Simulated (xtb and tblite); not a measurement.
Internal rotation in C6H12Si3, SMILES c1ccc([SiH2][SiH2][SiH3])cc1, singlet. Scanned: dihedral Si1–Si2–Si3–C4 and dihedral Si2–Si3–C4–C5; all other coordinates were relaxed at GFN2-xTB. GFN2-xTB can order the conformers of Si and Ge chains otherwise than DFT does. Points at φ and −φ are mirror images.

Atom numbering (GFN2-xTB optimised geometry, Å):
```
21

Si     2.4450     1.4281     0.4312
Si     2.6282    -0.8814     0.4390
Si     0.7190    -2.0017    -0.2678
C     -0.7112    -0.7708    -0.2049
C     -0.8249     0.2227    -1.1726
C     -1.8287     1.1711    -1.1134
C     -2.7424     1.1460    -0.0728
C     -2.6448     0.1668     0.9010
C     -1.6375    -0.7786     0.8317
H      3.4887     2.1164     1.1949
H      1.1620     1.8546     0.9972
H      2.5075     1.9737    -0.9276
H      3.7718    -1.3089    -0.3854
H      3.0046    -1.3522     1.7835
H      0.8018    -2.4934    -1.6516
H      0.3276    -3.1603     0.5474
H     -0.1157     0.2485    -1.9894
H     -1.8999     1.9326    -1.8771
H     -3.5275     1.8865    -0.0216
H     -3.3553     0.1414     1.7153
H     -1.5683    -1.5409     1.5956
```

Calculation: GFN2-xTB run with xtb and tblite.

Energy in kJ/mol above the lowest grid point; x is the dihedral Si1–Si2–Si3–C4 (°), y the dihedral Si2–Si3–C4–C5 (°).

```csv
y \ x,-150,-120,-90,-60,-30,0,30,60,90,120,150,180
180,7.2,7.8,5.4,2.8,3.7,5.2,3.7,2.8,5.4,7.8,7.2,5.9
150,5.3,6.0,5.2,2.6,1.1,2.7,3.3,2.2,3.5,6.0,7.0,5.9
120,4.7,4.2,3.4,1.9,0.6,0.1,0.4,0.8,2.5,4.2,5.0,5.0
90,4.5,3.9,2.6,1.1,0.1,0.1,0.0,1.0,2.6,3.9,4.5,4.6
60,5.0,4.2,2.5,0.8,0.3,0.0,0.6,1.9,3.3,4.1,4.6,5.0
30,7.0,6.1,3.6,2.3,3.4,2.9,1.1,2.6,5.3,6.0,5.3,5.9
0,7.2,7.8,5.4,2.8,3.7,5.2,3.7,2.8,5.4,7.8,7.2,5.9
-30,5.3,6.0,5.3,2.6,1.1,2.9,3.4,2.3,3.6,6.1,7.0,5.9
-60,4.6,4.1,3.3,1.9,0.6,0.0,0.3,0.8,2.5,4.2,5.0,5.0
-90,4.5,3.9,2.6,1.0,0.0,0.1,0.1,1.1,2.6,3.9,4.5,4.6
-120,5.0,4.2,2.5,0.8,0.4,0.1,0.6,1.9,3.4,4.2,4.7,5.0
-150,7.0,6.0,3.5,2.2,3.3,2.7,1.1,2.6,5.2,6.0,5.3,5.9
```

Points that lie below all their neighbours on the grid: x = 0, y = -60 (0.0 kJ/mol); x = 0, y = 60 (0.0 kJ/mol). The lowest path on the grid from the first to the second passes x = -60, y = 0 at 2.8 kJ/mol.
